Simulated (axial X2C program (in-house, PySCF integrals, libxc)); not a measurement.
**Excited states of CaCl⁻ by EOM-EE-CCSD**

Calculated with an axial X2C code built on PySCF integrals: two-component X2C with atomic mean-field Coulomb and Gaunt terms, Gaussian nuclei, basis Ca dyall-acv3z, Cl dyall-av3z with contracted cores.

R = 2.541 Å (near the PBE0 minimum at charge -1 of the determinant lowest at the starting distance; the state shown can have its own minimum elsewhere).

Hartree–Fock spinors of CaCl⁻ (one of each Kramers pair; a window near the gap, which can cut inner shells):

| ω | occupied | ε (eV) | character |
| --- | --- | --- | --- |
| 3/2 | yes | -31.96 | 100% Ca p |
| 1/2 | yes | -23.60 | 82% Cl s, 6% Ca p, 6% Ca d |
| 1/2 | yes | -8.04 | 87% Cl p, 4% Ca d, 4% Ca p |
| 1/2 | yes | -7.43 | 90% Cl p, 4% Ca d, 4% Ca f |
| 3/2 | yes | -7.35 | 90% Cl p, 4% Ca d, 4% Ca f |
| 1/2 | yes | -0.87 | 75% Ca s, 16% Ca p, 4% Cl p |
| 1/2 | no | 1.85 | 100% Ca p |
| 3/2 | no | 1.85 | 100% Ca p |
| 1/2 | no | 1.90 | 100% Ca p |
| 1/2 | no | 2.37 | 98% Ca s |
| 1/2 | no | 3.47 | 94% Ca p, 3% Cl p, 2% Ca d |
| 3/2 | no | 3.47 | 94% Ca p, 3% Cl p, 2% Ca d |

Vertical excitation energies from the closed-shell determinant state of CaCl⁻:

```json
{"Ω": "0⁻", "excitation (eV)": "1.023", "cm⁻¹": "8255", "hole of the leading pair": "75% Ca sσ, 16% Ca pσ", "particle of the leading pair": "83% Ca pπ, 13% Ca dπ", "weight of the pair (for Ω = 0 its time-reversed partner can hold as much again)": "0.49", "singles weight": "0.97"}
{"Ω": "0⁺", "excitation (eV)": "1.023", "cm⁻¹": "8255", "hole of the leading pair": "75% Ca sσ, 16% Ca pσ", "particle of the leading pair": "83% Ca pπ, 13% Ca dπ", "weight of the pair (for Ω = 0 its time-reversed partner can hold as much again)": "0.48", "singles weight": "0.97"}
{"Ω": "1", "excitation (eV)": "1.026", "cm⁻¹": "8272", "hole of the leading pair": "75% Ca sσ, 16% Ca pσ", "particle of the leading pair": "83% Ca pπ, 13% Ca dπ", "weight of the pair (for Ω = 0 its time-reversed partner can hold as much again)": "0.49", "singles weight": "0.97"}
{"Ω": "2", "excitation (eV)": "1.028", "cm⁻¹": "8290", "hole of the leading pair": "75% Ca sσ, 16% Ca pσ", "particle of the leading pair": "83% Ca pπ, 13% Ca dπ", "weight of the pair (for Ω = 0 its time-reversed partner can hold as much again)": "0.97", "singles weight": "0.97"}
{"Ω": "1", "excitation (eV)": "1.420", "cm⁻¹": "11451", "hole of the leading pair": "75% Ca sσ, 16% Ca pσ", "particle of the leading pair": "58% Ca pσ, 30% Ca sσ, 9% Ca dσ", "weight of the pair (for Ω = 0 its time-reversed partner can hold as much again)": "0.96", "singles weight": "0.96"}
{"Ω": "0⁻", "excitation (eV)": "1.420", "cm⁻¹": "11451", "hole of the leading pair": "75% Ca sσ, 16% Ca pσ", "particle of the leading pair": "58% Ca pσ, 30% Ca sσ, 9% Ca dσ", "weight of the pair (for Ω = 0 its time-reversed partner can hold as much again)": "0.48", "singles weight": "0.96"}
{"Ω": "1", "excitation (eV)": "1.524", "cm⁻¹": "12292", "hole of the leading pair": "75% Ca sσ, 16% Ca pσ", "particle of the leading pair": "99% Ca pπ", "weight of the pair (for Ω = 0 its time-reversed partner can hold as much again)": "0.47", "singles weight": "0.93"}
{"Ω": "0⁺", "excitation (eV)": "1.576", "cm⁻¹": "12710", "hole of the leading pair": "75% Ca sσ, 16% Ca pσ", "particle of the leading pair": "80% Ca pσ, 18% Ca sσ", "weight of the pair (for Ω = 0 its time-reversed partner can hold as much again)": "0.47", "singles weight": "0.93"}
{"Ω": "0⁻", "excitation (eV)": "1.602", "cm⁻¹": "12923", "hole of the leading pair": "75% Ca sσ, 16% Ca pσ", "particle of the leading pair": "60% Ca sσ, 25% Ca pσ, 14% Ca dσ", "weight of the pair (for Ω = 0 its time-reversed partner can hold as much again)": "0.48", "singles weight": "0.96"}
{"Ω": "1", "excitation (eV)": "1.602", "cm⁻¹": "12923", "hole of the leading pair": "75% Ca sσ, 16% Ca pσ", "particle of the leading pair": "60% Ca sσ, 25% Ca pσ, 14% Ca dσ", "weight of the pair (for Ω = 0 its time-reversed partner can hold as much again)": "0.96", "singles weight": "0.96"}
{"Ω": "2", "excitation (eV)": "1.683", "cm⁻¹": "13571", "hole of the leading pair": "75% Ca sσ, 16% Ca pσ", "particle of the leading pair": "96% Ca pπ", "weight of the pair (for Ω = 0 its time-reversed partner can hold as much again)": "0.95", "singles weight": "0.95"}
```

This point took 60 s on 1 thread of Arm Neoverse V1, with other jobs on the host.

Reference electrons by ω block (each with its −ω partner): 1/2: 15, 3/2: 4. 18 electrons of CaCl⁻ correlated (inner shells frozen), 84 natural virtual spinors (a truncated set); levels can be off by some tenths of an eV. Roots sought by Ω: (0: 5, 1: 4, 2: 3, 3: 1); the list ends where they run out and leaves out roots under 60 % singles weight. The solver can skip a root, and states that need a further excitation, which the method places far too high, are missing though they may lie low or lowest. T1 of the reference 0.020 (Lee–Taylor). The highest Hartree–Fock level of the anion lies at -0.87 eV; relaxation, partly offset by correlation, puts the detachment threshold some tenths of an eV to over one eV lower in magnitude, and states above it are held by the basis set and are not bound; that holds for every row here. Number of frozen shells: Ca 2 s, 1 p; Cl 2 s, 1 p.
